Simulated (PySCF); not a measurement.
Basis-set dependence of population analyses: `FC1=C[C@@H]1[Si@H](F)P`

Compound: C3H5F2PSi.
Numbering: `[F:1][C:2]1=[CH:3][C@@H:4]1[Si@H:5]([F:6])[PH2:7]` (hydrogens: H8 on C3; H9 on C4; H10 on Si5; H11, H12 on P7)

PBE0 throughout (PySCF), one geometry, spherical d and f functions. The structure is a single PBE0-D3(BJ)/def2-SVP conformer in the gas phase; no vibrational or solvent corrections. The first 7 of 11 kinds of atom are listed.

Mulliken charges (e):

```json
{"basis": "STO-3G", "functions": "48", "F1": "-0.035", "C2": "+0.069", "C3": "-0.136", "C4": "-0.246", "Si5": "+0.602", "F6": "-0.248", "P7": "+0.124"}
{"basis": "6-31G", "functions": "81", "F1": "-0.250", "C2": "+0.243", "C3": "-0.074", "C4": "-0.556", "Si5": "+0.948", "F6": "-0.456", "P7": "-0.141"}
{"basis": "pcSseg-0", "functions": "81", "F1": "-0.315", "C2": "+0.253", "C3": "-0.103", "C4": "-0.838", "Si5": "+1.189", "F6": "-0.487", "P7": "-0.390"}
{"basis": "6-31G*", "functions": "116", "F1": "-0.237", "C2": "+0.318", "C3": "-0.168", "C4": "-0.452", "Si5": "+0.796", "F6": "-0.406", "P7": "-0.228"}
{"basis": "cc-pVDZ", "functions": "131", "F1": "-0.079", "C2": "+0.129", "C3": "-0.028", "C4": "-0.223", "Si5": "+0.591", "F6": "-0.325", "P7": "-0.151"}
{"basis": "def2-SVP", "functions": "131", "F1": "-0.136", "C2": "+0.328", "C3": "-0.145", "C4": "-0.362", "Si5": "+0.713", "F6": "-0.354", "P7": "-0.141"}
{"basis": "aug-cc-pVDZ", "functions": "214", "F1": "-0.452", "C2": "+0.260", "C3": "+0.693", "C4": "+0.254", "Si5": "+0.683", "F6": "-0.643", "P7": "-0.986"}
{"basis": "6-311+G(2d,p)", "functions": "235", "F1": "-0.286", "C2": "+0.032", "C3": "-0.048", "C4": "-0.130", "Si5": "+0.818", "F6": "-0.455", "P7": "-0.291"}
{"basis": "def2-TZVP", "functions": "259", "F1": "-0.141", "C2": "+0.221", "C3": "-0.175", "C4": "-0.260", "Si5": "+0.502", "F6": "-0.329", "P7": "-0.253"}
{"basis": "cc-pVTZ", "functions": "288", "F1": "-0.097", "C2": "+0.196", "C3": "-0.175", "C4": "-0.241", "Si5": "+0.509", "F6": "-0.300", "P7": "-0.165"}
{"basis": "IGLO-III", "functions": "313", "F1": "-0.184", "C2": "+0.196", "C3": "-0.113", "C4": "-0.299", "Si5": "+0.959", "F6": "-0.501", "P7": "-0.027"}
```

IAO charges (e):

```csv
basis,functions,F1,C2,C3,C4,Si5,F6,P7
STO-3G,48,-0.053,+0.132,-0.180,-0.394,+0.797,-0.363,+0.032
6-31G,81,-0.190,+0.278,-0.194,-0.420,+0.897,-0.505,-0.135
pcSseg-0,81,-0.174,+0.274,-0.192,-0.449,+0.905,-0.485,-0.169
6-31G*,116,-0.202,+0.313,-0.210,-0.432,+1.018,-0.527,-0.118
cc-pVDZ,131,-0.201,+0.313,-0.214,-0.428,+1.004,-0.526,-0.125
def2-SVP,131,-0.201,+0.312,-0.208,-0.430,+1.013,-0.526,-0.120
aug-cc-pVDZ,214,-0.212,+0.316,-0.216,-0.430,+1.014,-0.539,-0.131
"6-311+G(2d,p)",235,-0.213,+0.317,-0.215,-0.440,+1.036,-0.544,-0.119
def2-TZVP,259,-0.213,+0.321,-0.218,-0.444,+1.050,-0.545,-0.122
cc-pVTZ,288,-0.211,+0.321,-0.219,-0.441,+1.039,-0.541,-0.129
IGLO-III,313,-0.214,+0.319,-0.217,-0.442,+1.044,-0.545,-0.119
```

Q: Which scheme is steadiest as the basis changes?

A: Largest range over the bases for any column: IAO 0.25 e, Mulliken 1.11 e. IAO charges move least and Mulliken charges most, counted in e. Without the minimal STO-3G basis the ranges are IAO 0.15, Mulliken 1.09 e.

Q: How much do the charges still move between the two largest bases, cc-pVTZ and IGLO-III?

A: At most, over all atoms: Mulliken 0.449 e, IAO 0.010 e.

Q: What do the same runs give for the total energy, the frontier levels and the dipole moment?

A: 
```
        basis  energy (Eh)  HOMO (eV)  LUMO (eV)  μ (D)
       STO-3G    -935.7135      -4.01       3.94   1.17
        6-31G    -947.0243      -7.21       0.17   3.42
     pcSseg-0    -945.7241      -7.51      -0.09   3.34
       6-31G*    -947.1825      -6.89       0.31   2.39
      cc-pVDZ    -947.2404      -6.98       0.23   2.23
     def2-SVP    -946.7938      -7.09       0.16   2.29
  aug-cc-pVDZ    -947.2695      -7.12      -0.33   2.33
6-311+G(2d,p)    -947.3513      -7.15      -0.27   2.36
    def2-TZVP    -947.3886      -7.10      -0.08   2.24
      cc-pVTZ    -947.3766      -7.07       0.00   2.19
     IGLO-III    -947.3900      -7.11      -0.10   2.20
```

The dipole is fixed by the density alone, so its range of 2.25 D shows that the density itself changes with the basis, not only its division among atoms.
